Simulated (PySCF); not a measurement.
Atomic charges against the basis set

C₂H₅ClOSi.
Geometry (PBE0-D3(BJ)/def2-SVP, Å), atoms numbered from 1 in this order:
```xyz
10
C2H5ClOSi angstrom
C      0.2220    2.2638    1.7487
C      0.7214    2.1242    0.5200
O      2.0057    1.8359    0.1990
Si     3.1766    1.1642    1.1735
Cl     3.8113    2.5025    2.6074
H      0.8384    2.1826    2.6477
H     -0.8374    2.4915    1.8717
H      0.1020    2.2450   -0.3747
H      2.6248   -0.0233    1.8755
H      4.3146    0.8626    0.2774
```

PBE0 throughout (PySCF), one geometry, spherical d and f functions. Isolated species at its PBE0-D3(BJ)/def2-SVP geometry (one conformer only). The first 7 of 9 kinds of atom are listed.

Mulliken charges (e):

| basis | functions | C1 | C2 | O3 | Si4 | Cl5 | H6 | H7 |
| --- | --- | --- | --- | --- | --- | --- | --- | --- |
| STO-3G | 38 | -0.219 | +0.011 | -0.332 | +0.806 | -0.351 | +0.077 | +0.084 |
| 6-31G | 63 | -0.408 | +0.176 | -0.731 | +0.890 | -0.307 | +0.185 | +0.173 |
| pcSseg-0 | 63 | -0.507 | +0.135 | -0.832 | +0.965 | -0.398 | +0.238 | +0.232 |
| 6-31G* | 88 | -0.460 | +0.149 | -0.554 | +0.686 | -0.275 | +0.195 | +0.183 |
| cc-pVDZ | 103 | -0.132 | +0.114 | -0.370 | +0.528 | -0.226 | +0.059 | +0.054 |
| def2-SVP | 103 | -0.166 | +0.149 | -0.439 | +0.669 | -0.267 | +0.065 | +0.062 |
| aug-cc-pVDZ | 168 | +0.660 | +0.826 | -0.746 | +0.362 | -0.397 | -0.460 | -0.379 |
| 6-311+G(2d,p) | 181 | -0.236 | +0.009 | -0.582 | +0.740 | -0.230 | +0.125 | +0.124 |
| def2-TZVP | 197 | -0.331 | +0.036 | -0.302 | +0.444 | -0.238 | +0.144 | +0.135 |
| cc-pVTZ | 228 | -0.322 | +0.040 | -0.254 | +0.404 | -0.218 | +0.123 | +0.128 |
| IGLO-III | 243 | -0.264 | +0.016 | -0.457 | +1.091 | -0.382 | +0.091 | +0.109 |

IAO charges (e):

| basis | functions | C1 | C2 | O3 | Si4 | Cl5 | H6 | H7 |
| --- | --- | --- | --- | --- | --- | --- | --- | --- |
| STO-3G | 38 | -0.342 | -0.024 | -0.402 | +0.852 | -0.301 | +0.128 | +0.142 |
| 6-31G | 63 | -0.396 | +0.047 | -0.533 | +0.829 | -0.292 | +0.153 | +0.170 |
| pcSseg-0 | 63 | -0.390 | +0.052 | -0.530 | +0.839 | -0.291 | +0.150 | +0.165 |
| 6-31G* | 88 | -0.386 | +0.071 | -0.573 | +0.978 | -0.319 | +0.149 | +0.162 |
| cc-pVDZ | 103 | -0.394 | +0.071 | -0.566 | +0.972 | -0.316 | +0.150 | +0.162 |
| def2-SVP | 103 | -0.386 | +0.072 | -0.566 | +0.985 | -0.310 | +0.146 | +0.158 |
| aug-cc-pVDZ | 168 | -0.407 | +0.070 | -0.575 | +0.979 | -0.321 | +0.156 | +0.168 |
| 6-311+G(2d,p) | 181 | -0.406 | +0.069 | -0.584 | +1.008 | -0.323 | +0.156 | +0.168 |
| def2-TZVP | 197 | -0.406 | +0.073 | -0.588 | +1.024 | -0.325 | +0.155 | +0.167 |
| cc-pVTZ | 228 | -0.406 | +0.072 | -0.583 | +1.011 | -0.325 | +0.155 | +0.167 |
| IGLO-III | 243 | -0.408 | +0.070 | -0.587 | +1.016 | -0.321 | +0.157 | +0.168 |

Hirshfeld charges (e):

```tsv
basis	functions	C1	C2	O3	Si4	Cl5	H6	H7
STO-3G	38	-0.119	+0.038	-0.180	+0.576	-0.285	+0.025	+0.028
6-31G	63	-0.136	+0.037	-0.228	+0.421	-0.154	+0.042	+0.055
pcSseg-0	63	-0.139	+0.034	-0.208	+0.444	-0.149	+0.031	+0.051
6-31G*	88	-0.133	+0.036	-0.200	+0.397	-0.140	+0.044	+0.052
cc-pVDZ	103	-0.140	+0.030	-0.182	+0.400	-0.123	+0.038	+0.050
def2-SVP	103	-0.142	+0.032	-0.187	+0.403	-0.112	+0.037	+0.051
aug-cc-pVDZ	168	-0.145	+0.027	-0.210	+0.414	-0.116	+0.040	+0.053
6-311+G(2d,p)	181	-0.141	+0.026	-0.211	+0.413	-0.115	+0.040	+0.052
def2-TZVP	197	-0.143	+0.029	-0.203	+0.405	-0.112	+0.040	+0.052
cc-pVTZ	228	-0.143	+0.030	-0.197	+0.404	-0.116	+0.039	+0.052
IGLO-III	243	-0.146	+0.026	-0.205	+0.401	-0.100	+0.037	+0.052
```

Task: Which scheme is steadiest as the basis changes?

Result: Largest range over the bases for any column: Hirshfeld 0.18 e, IAO 0.20 e, Mulliken 1.17 e. Hirshfeld charges move least and Mulliken charges most, counted in e. Without the minimal STO-3G basis the ranges are Hirshfeld 0.05, IAO 0.20, Mulliken 1.17 e.

Task: How much do the charges still move between the two largest bases, cc-pVTZ and IGLO-III?

Result: At most, over all atoms: Mulliken 0.687 e, IAO 0.005 e, Hirshfeld 0.016 e.

Task: What do the same runs give for the total energy, the frontier levels and the dipole moment?

Result: 
```json
{"basis": "STO-3G", "energy (Eh)": "-893.4038", "HOMO (eV)": "-4.49", "LUMO (eV)": "3.72", "μ (D)": "2.56"}
{"basis": "6-31G", "energy (Eh)": "-903.5799", "HOMO (eV)": "-7.12", "LUMO (eV)": "0.06", "μ (D)": "2.13"}
{"basis": "pcSseg-0", "energy (Eh)": "-902.4988", "HOMO (eV)": "-7.36", "LUMO (eV)": "0.09", "μ (D)": "2.14"}
{"basis": "6-31G*", "energy (Eh)": "-903.6944", "HOMO (eV)": "-7.01", "LUMO (eV)": "0.32", "μ (D)": "1.57"}
{"basis": "cc-pVDZ", "energy (Eh)": "-903.7447", "HOMO (eV)": "-7.08", "LUMO (eV)": "0.33", "μ (D)": "1.31"}
{"basis": "def2-SVP", "energy (Eh)": "-903.3893", "HOMO (eV)": "-7.16", "LUMO (eV)": "0.35", "μ (D)": "1.22"}
{"basis": "aug-cc-pVDZ", "energy (Eh)": "-903.7604", "HOMO (eV)": "-7.22", "LUMO (eV)": "-0.20", "μ (D)": "1.23"}
{"basis": "6-311+G(2d,p)", "energy (Eh)": "-903.8102", "HOMO (eV)": "-7.25", "LUMO (eV)": "-0.19", "μ (D)": "1.19"}
{"basis": "def2-TZVP", "energy (Eh)": "-903.8306", "HOMO (eV)": "-7.23", "LUMO (eV)": "0.07", "μ (D)": "1.14"}
{"basis": "cc-pVTZ", "energy (Eh)": "-903.8321", "HOMO (eV)": "-7.20", "LUMO (eV)": "0.13", "μ (D)": "1.19"}
{"basis": "IGLO-III", "energy (Eh)": "-903.8254", "HOMO (eV)": "-7.21", "LUMO (eV)": "0.10", "μ (D)": "1.03"}
```

The dipole is fixed by the density alone, so its range of 1.53 D shows that the density itself changes with the basis, not only its division among atoms.
